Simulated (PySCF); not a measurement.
CH₅BSe, SMILES CB[SeH].

Coordinates come from a PBE0-D3(BJ)/def2-SVP optimisation. The values are those of a single conformer.

The numbers are results of PBE/def2-TZVPD (PySCF), not measurements.

Symmetry labels are those of the subgroup Cs that the program uses (full group Cs).

Computed valence orbital energies around the gap with their symmetry:
| orbital | symmetry | energy (eV) |
|---|---|---|
| HOMO−7 | A' | -17.10 |
| HOMO−6 | A' | -11.49 |
| HOMO−5 | A' | -10.57 |
| HOMO−4 | A" | -9.84 |
| HOMO−3 | A' | -9.21 |
| HOMO−2 | A' | -8.14 |
| HOMO−1 | A' | -7.31 |
| HOMO | A" | -6.53 |
| LUMO | A" | -1.90 |
| LUMO+1 | A' | -0.93 |
| LUMO+2 | A' | 0.04 |
| LUMO+3 | A' | 0.09 |
